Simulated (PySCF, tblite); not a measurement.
Compound: C₅H₆FNSi.
Cartesian coordinates in Å at the GFN2-xTB level; atoms count from 1:
```
atom  x, y, z in Å
C1     2.878    0.409   -0.311
C2     1.862   -0.294    0.178
F3     2.130   -1.395    0.921
C4     0.455   -0.003   -0.001
C5    -0.536   -0.738    0.514
Si6   -2.364   -0.382    0.291
C7    -2.454    1.150   -0.776
N8    -2.496    2.089   -1.432
H9     2.701    1.287   -0.902
H10    3.897    0.119   -0.127
H11    0.250    0.875   -0.597
H12   -0.264   -1.607    1.104
H13   -3.040   -1.454   -0.444
H14   -3.020   -0.057    1.560
```

Computed, not measured: B3LYP/def2-SVPD in PySCF (dipole) on a GFN2-xTB geometry, gas phase.

Take the most abundant isotopes and a rigid rotor. The values belong to one conformer with, in the numbering `[CH2:1]=[C:2]([F:3])/[CH:4]=[CH:5]/[SiH2:6][C:7]#[N:8]`, C1–C2–C4–C5 180°, C4–C5–Si6–C7 0°.

**Question.** What are A, B and C (MHz)?

**Answer.** Ia = 154.14, Ib = 629.22, Ic = 777.34 u·Å²; 505379 MHz·u·Å²/I gives A = 3279, B = 803.2, C = 650.1 MHz.

**Question.** What kind of rotor is it?

**Answer.** An asymmetric top: κ = (2 × 803.2 − 3279 − 650.1)/(3279 − 650.1) = -0.88.

**Question.** Is it planar, by Δ = Ic − Ia − Ib?

**Answer.** Not planar: Δ = Ic − Ia − Ib = -6.02 u·Å². For a rigid frame Δ = −2 Σ m c², so Σ m c² = 3.01 u·Å² lies off the ab plane: 3.01 from hydrogen and 0.01 from heavier atoms. The atom farthest from that plane is 1.23 Å away.

**Question.** Where do the levels up to J = 3 lie, in cm⁻¹?

**Answer.** Above 0(0,0):
J = 1: 1(0,1) 0.0485, 1(1,1) 0.1310, 1(1,0) 0.1362
J = 2: 2(0,2) 0.1452, 2(1,2) 0.2229, 2(1,1) 0.2382, 2(2,1) 0.4859, 2(2,0) 0.4862
J = 3: 3(0,3) 0.2897, 3(1,3) 0.3605, 3(1,2) 0.3912, 3(2,2) 0.6314, 3(2,1) 0.6325, 3(3,1) 1.0571, 3(3,0) 1.0571
The levels of one J sum to (2J + 1)J(J + 1)(A + B + C)/3.

**Question.** Which types of transition are allowed, and where do some lines up to J = 2 fall?

**Answer.** The dipole components are |μa| = 1.40 D, |μb| = 1.85 D, |μc| = 0.00 D; the mirror of this Cs structure is the ab plane, so μc vanishes by symmetry (the 0.03 D computed is a residue) and there are no c-type lines. Intensities carry the squares of the components, which stand as 0.57 : 1.00 (a : b). Some lines, for components of 0.1 D or more:

| type | branch | J(Ka,Kc) | MHz | lower level (cm⁻¹) |
| --- | --- | --- | --- | --- |
| b | R | 2(0,2) ← 1(1,1) | 424 | 0.131 |
| a | Q | 2(1,1) ← 2(1,2) | 459 | 0.223 |
| a | R | 1(0,1) ← 0(0,0) | 1453 | 0.000 |
| b | Q | 1(1,0) ← 1(0,1) | 2628 | 0.048 |
| a | R | 2(1,2) ← 1(1,1) | 2754 | 0.131 |
| b | Q | 2(1,1) ← 2(0,2) | 2788 | 0.145 |
| a | R | 2(0,2) ← 1(0,1) | 2900 | 0.048 |
| a | R | 2(1,1) ← 1(1,0) | 3060 | 0.136 |
| b | R | 1(1,1) ← 0(0,0) | 3929 | 0.000 |
| b | R | 2(1,2) ← 1(0,1) | 5229 | 0.048 |
| b | Q | 2(2,0) ← 2(1,1) | 7433 | 0.238 |
| b | Q | 2(2,1) ← 2(1,2) | 7885 | 0.223 |
| b | R | 2(2,1) ← 1(1,0) | 10486 | 0.136 |
| b | R | 2(2,0) ← 1(1,1) | 10646 | 0.131 |

**Question.** Estimate the classical rotational partition function at 50 K, 100 K and 200 K.

**Answer.** Point group Cs, symmetry number σ = 1; q = (√π/σ)·√((kT/h)³/(ABC)), k/h = 20836.6 MHz/K: 45600 at 50 K, 129000 at 100 K, 364000 at 200 K.

Its GFN2-xTB frequencies are all real (lowest 30 cm⁻¹). Zero-point vibration and centrifugal distortion are left out. Quadrupole hyperfine structure (14N) is left out.
